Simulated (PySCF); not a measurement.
Computed with TPSSh-D3(BJ)/def2-TZVP (PySCF). Isolated molecules, 0 K electronic values unless said otherwise. One relaxed conformer stands for a flexible species; it need not be the lowest. 

Reference species (SMILES): `N[Si](N)(N)N` (neutral, multiplicity 1).

- HOMO = -5.88 eV
- HOMO–LUMO gap = 6.46 eV

Changed species: `N[Si](N)(N)Cl` (3 of 4 Cl replaced by NH2; the reference has 4 of 4 Cl replaced by NH2).

**Question.** Predict the effect on the HOMO and HOMO–LUMO gap.

**Answer.** the HOMO drops by 0.45 eV, to -6.33 eV; the HOMO–LUMO gap rises by 0.35 eV, to 6.81 eV.
